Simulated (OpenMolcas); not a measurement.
# Potential curves of CuC: spin-free states

Calculated with OpenMolcas 26.06: state-averaged CASSCF(13,9) over Cu 4s 3d, C 2p, XMS-CASPT2 (IPEA 0.25, imaginary shift 0.2 hartree), scalar X2C, ANO-RCC-VTZP, then RASSI spin–orbit state interaction with atomic mean-field integrals. C2 symmetry about the axis (a holds Σ, Δ, Γ; b holds Π, Φ, H; Σ⁺ and Σ⁻ are not told apart); roots by multiplicity and irrep: 2b 4, 2a 6, 4a 6, 4b 4.

XMS-CASPT2 energies in eV from the lowest point. Curves are followed by energy order within each symmetry, so they are adiabatic and may change character at avoided crossings; Σ⁺ and Σ⁻ are counted together.

| R (Å) | (1)2Π | (1)4Σ | (1)2Σ | (2)2Σ | (2)4Σ | (1)4Δ | (2)4Δ |
| --- | --- | --- | --- | --- | --- | --- | --- |
| 1.606 | 0.099 | 0.592 | 1.536 | 1.725 | 3.050 | 3.222 | 4.632 |
| 1.677 | 0.000 | 0.749 | 1.495 | 1.574 | 2.655 | 2.827 | 4.145 |
| 1.730 | 0.004 | 0.942 | 1.513 | 1.568 | 2.463 | 2.637 | 3.908 |
| 1.784 | 0.061 | 1.163 | 1.558 | 1.625 | 2.341 | 2.513 | 3.753 |
| 1.846 | 0.199 | 1.432 | 1.638 | 1.744 | 2.271 | 2.437 | 3.658 |
| 1.909 | 0.388 | 1.714 | 1.737 | 1.902 | 2.276 | 2.410 | 3.626 |
| 1.998 | 0.719 | 2.028 | 1.897 | 2.210 | 2.365 | 2.457 | 3.676 |

Left out for impure symmetry, kinks or missing points, though low: (1)2Δ, (1)4Π, (2)2Π, (2)2Δ, (2)4Π. Only roots inside an energy window near the equilibrium distance were included, so the list of states is not complete; labels number the states computed. Each spin and symmetry block has orbitals of its own, averaged over its own roots, so gaps between blocks are less sure than gaps within one and near the minimum can be off by tenths of an eV, in bad cases by more. No Rydberg orbitals are active, so Rydberg states, and σ→σ* states whose orbital the CASSCF left unused, can be missing between those listed. CASPT2 splits the two components of degenerate states numerically, here by up to 125 cm⁻¹. For d and f metals this valence active space lacks a second d shell: the order of states is not reliable within half an eV or more, and the lowest computed state need not be the true ground state. Points that failed a check (symmetry, reference weights, a jump) are left out.
